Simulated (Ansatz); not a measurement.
The C4–H7 bond of C2H6Se (SMILES CC[SeH]) is stretched (multiplicity 1, the rest rigid).
Geometry at rest (charge 0, multiplicity 1):
```xyz
9

Se    -0.55498    -0.21214     0.55361
H     -1.52607    -0.05920    -0.54272
C      1.03209    -0.24791    -0.62910
C      1.24880     1.03704    -1.40772
H      0.93382    -1.11105    -1.28409
H      1.85619    -0.44344     0.05686
H      1.34458     1.89203    -0.73829
H      0.41579     1.23333    -2.08444
H      2.15980     0.96633    -2.00926
```

Cores are frozen in the correlated methods. Filled d and f shells under p-block atoms count as core.

Programs: Ansatz (Gaussian basis) for Hartree–Fock, density functionals and correlated methods. 

Energies above the point at 1.090 Å (the B3LYP-D3(BJ) bond length), FIC-MRCISD+Q on CASSCF(2,2)/cc-pVDZ (kcal/mol): 7.49 at 0.981 Å; 2.78 at 1.199 Å; 110.62 at 3.488 Å.

Take the last value as the depth D of a Morse curve D(1 − e^(−a(R − R₀)))², fit a and R₀ to the two near points, and test it at 1.472 and 1.908 Å.


With D = 110.6, both near points (counted from the curve's value at 1.090 Å) are met by a = 1.87 Å⁻¹ and R₀ = 1.105 Å, so k = 2Da² = 777 kcal/(mol Å²). The curve then gives 27.2 and 66.8 kcal/mol; the level itself gives 27.2 and 69.3, so Morse is off by 0.0 and -2.5.

Ansatz is an electronic-structure program.
